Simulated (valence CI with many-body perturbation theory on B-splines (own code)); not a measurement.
## Lu²²⁺: calculated level list

Level of theory: relativistic CI+MBPT: three valence electrons over a frozen Dirac-Fock core [Kr] 4d10, a basis of 8 s, 8 p, 9 d, 9 f, 6 g, 3 h, 2 i functions for each j, with the one-electron correlation potential Σ1 (screened to all orders), the two-electron term Σ2, the three-electron term Σ3, Breit, model QED; selected single and double excitations, second order for the rest, scaled by the run's own slope (own B-spline code, finite nucleus).

No measured spectrum was set against this ion. As an estimate, terms of the open shell hold to a few per cent of their energy, and close levels can change places. Core correlation moves these levels by up to 44000 cm⁻¹, and in measured spectra 5 to 20 % of such shifts remained as error; rates that hang on mixing are uncertain with them.

Levels 46 to 64 of 64, with energies above the lowest level, 4f³ ⁴I°_9/2. "Leading %" is the weight of the configuration and term that name the level; weights of strongly mixed levels are sums over their largest components and can fall short. In the jj column 3d3/2^4 stands for four electrons in 3d with j = 3/2.

| No. | Configuration | Term | J | E (cm⁻¹) | Leading % | g | Leading jj |
| --- | --- | --- | --- | --- | --- | --- | --- |
| 46 | 4f²5s | ⁴H | 11/2 | 625860 | 90 | 1.126 | 4f5/2 4f7/2 5s (96 %) |
| 47 | 4f²5s | ²H | 9/2 | 630140 | 54 | 0.958 | 4f5/2 4f7/2 5s (88 %) |
| 48 | 4f²5s | ⁴F | 7/2 | 635570 | 88 | 1.194 | 4f5/2 4f7/2 5s (98 %) |
| 49 | 4f²5s | ⁴F | 9/2 | 637860 | 52 | 1.189 | 4f5/2 4f7/2 5s (97 %) |
| 50 | 4f²5s | ⁴H | 13/2 | 639880 | 97 | 1.224 | 4f7/2^2 5s (71 %) |
| 51 | 4f²5s | ²F | 5/2 | 642670 | 73 | 0.910 | 4f5/2 4f7/2 5s (86 %) |
| 52 | 4f²5s | ²G | 7/2 | 642760 | 52 | 0.985 | 4f5/2 4f7/2 5s (93 %) |
| 53 | 4f²5s | ²H | 11/2 | 649980 | 86 | 1.083 | 4f7/2^2 5s (62 %) |
| 54 | 4f²5s | ²G | 9/2 | 659040 | 53 | 1.198 | 4f7/2^2 5s (97 %) |
| 55 | 4f²5s | ²F | 7/2 | 664720 | 62 | 1.064 | 4f7/2^2 5s (96 %) |
| 56 | 4f²5s | ²D | 5/2 | 666490 | 52 | 1.308 | 4f5/2 4f7/2 5s (79 %) |
| 57 | 4f²5s | ²D | 3/2 | 668050 | 66 | 0.964 | 4f5/2 4f7/2 5s (67 %) |
| 58 | 4f²5s | ⁴P | 1/2 | 670110 | 90 | 2.534 | 4f5/2^2 5s (68 %) |
| 59 | 4f²5s | ⁴P | 3/2 | 677910 | 82 | 1.620 | 4f5/2 4f7/2 5s (92 %) |
| 60 | 4f²5s | ²I | 13/2 | 681380 | 97 | 1.080 | 4f5/2 4f7/2 5s (71 %) |
| 61 | 4f²5s | ²I | 11/2 | 681790 | 95 | 0.930 | 4f5/2 4f7/2 5s (66 %) |
| 62 | 4f²5s | ²P | 1/2 | 686450 | 92 | 0.806 | 4f5/2 4f7/2 5s (86 %) |
| 63 | 4f²5s | ⁴P | 5/2 | 690860 | 63 | 1.445 | 4f7/2^2 5s (91 %) |
| 64 | 4f²5s | ²P | 3/2 | 698780 | 77 | 1.239 | 4f7/2^2 5s (75 %) |

Names give the largest LS component (configuration and term), which can be under half, so a name can repeat, a term be missing and a line seem to break the LS rules; names also repeat where a configuration has a term twice.
